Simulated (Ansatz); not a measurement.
A structure relaxed at PBE0-D4/def2-TZVP, charge 0, multiplicity 1:

```
atom   x (Å)   y (Å)   z (Å)
  C1   1.318   1.079   0.785
 Si2   0.010  -0.016  -0.014
  C3  -1.529  -0.003   1.074
  C4   0.666  -1.775  -0.120
 Ga5  -0.563   0.864  -2.197
  H6   1.553   0.715   1.790
  H7   2.246   1.085   0.209
  H8   0.971   2.112   0.874
  H9  -2.315  -0.646   0.670
 H10  -1.939   1.006   1.174
 H11  -1.283  -0.367   2.076
 H12   1.571  -1.826  -0.729
 H13   0.910  -2.156   0.877
 H14  -0.071  -2.447  -0.566
 H15  -1.024   2.366  -2.377
 H16  -0.520   0.011  -3.528
```

(1) Give its formula and SMILES.

(2) Point group (tolerance 0.08 Å, 0.16 Å for H)?

(3) Summarise the bond lengths by kind.

## Answers

(1) C3H11GaSi, `C[Si](C)(C)[GaH2]`.

(2) C1.

(3) 3 × C–Si 1.880 to 1.885 Å; 9 × C–H 1.093 to 1.095 Å; 1 × Ga–Si 2.423 Å; 2 × Ga–H 1.581 to 1.582 Å.

Program: Ansatz 0.2.0.
